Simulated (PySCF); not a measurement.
# Static response to an electric field

InEt2Ph, C10H15In.
Structure used (PBE0-D3(BJ)/def2-SVP), in Å, numbered top down from 1:
```
atom  x, y, z in Å
In1    0.585    0.922   -0.033
C2     2.745    0.746   -0.302
C3     3.482    0.373    0.983
H4     3.130    1.694   -0.711
H5     2.914   -0.022   -1.075
H6     4.570    0.281    0.822
H7     3.343    1.125    1.777
H8     3.138   -0.591    1.391
C9    -0.567    2.751    0.275
C10   -1.587    3.017   -0.830
H11    0.125    3.601    0.384
H12   -1.077    2.638    1.247
H13   -2.194    3.916   -0.623
H14   -1.107    3.180   -1.808
H15   -2.290    2.178   -0.957
C16   -0.543   -0.930   -0.046
C17    0.081   -2.154   -0.338
C18   -0.635   -3.352   -0.345
C19   -1.999   -3.348   -0.057
C20   -2.642   -2.146    0.237
C21   -1.918   -0.953    0.242
H22    1.151   -2.181   -0.567
H23   -0.127   -4.293   -0.574
H24   -2.563   -4.285   -0.061
H25   -3.712   -2.139    0.462
H26   -2.443   -0.022    0.479
```

Level: CAM-B3LYP/def2-SVPD (PySCF), static field, nuclei fixed, core orbitals frozen in the response. The polarisability tensor in these axes (au):

```
x   177.63   7.35  -1.69
y     7.35 183.31   2.82
z    -1.69   2.82 106.53
```

**Question.** What are the eigenvalues, a third of the trace, and Δα (Δα² = ½Σ(αi − αj)² over the three pairs)?

**Answer.** Principal values 106.37, 172.72 and 188.38 au; mean 155.82 au = 23.09 Å³ = 25.69 × 10⁻⁴⁰ C²·m²/J; Δα = 75.41 au (48 % of the mean).

**Question.** What is the dipole moment, and where does it point?

**Answer.** (0.26, 0.40, 0.00) D, 0.48 D in size, pointing from the negative to the positive side. Measured along this direction, the outermost atoms are H24 at the negative end and H4 and H11 at the positive end.

**Question.** Find the Langevin capture rate constant for NH4+ (18.034 u) meeting this molecule (250.021 u), k = 2.342 × 10⁻⁹ cm³/s × √(α in Å³ / reduced mass in u).

**Answer.** The reduced mass is 16.82 u, so k = 2.74 × 10⁻⁹ cm³/s. The formula leaves out the permanent dipole, which adds to the capture rate.

**Question.** How large is μ²/3kT at 350 K beside α?

**Answer.** In Gaussian units μ²/3kT = 1.60 Å³ against 23.09 Å³, a ratio of 0.07; the Debye molar polarisation (4π/3)N_A(α + μ²/3kT) is 62.3 cm³/mol, leaving out the vibrational part.

**Question.** In TDDFT the mean static polarisability is Σ f/ω² over all singlet excitations (ω in hartree). How much of it do the 10 lowest give? Their energies (eV) and oscillator strengths: 4.31, 0.0000; 4.43, 0.0004; 5.15, 0.0025; 5.40, 0.2180; 5.76, 0.1136; 5.82, 0.0027; 5.99, 0.0858; 6.15, 0.0068; 6.17, 0.0509; 6.40, 0.1776.

**Answer.** They add up to 14.33 au, 9.2 % of the 155.82 au; the largest single term is 5.54 au, from the state at 5.40 eV. Terms in order: 0.00, 0.02, 0.07, 5.54, 2.53, 0.06, 1.77, 0.13, 0.99, 3.21 au. Higher excitations give the rest. The strengths listed sum to 0.658.

The structure is a single PBE0-D3(BJ)/def2-SVP conformer in the gas phase; no vibrational or solvent corrections. Atoms past krypton carry effective core potentials; spin–orbit coupling is left out.
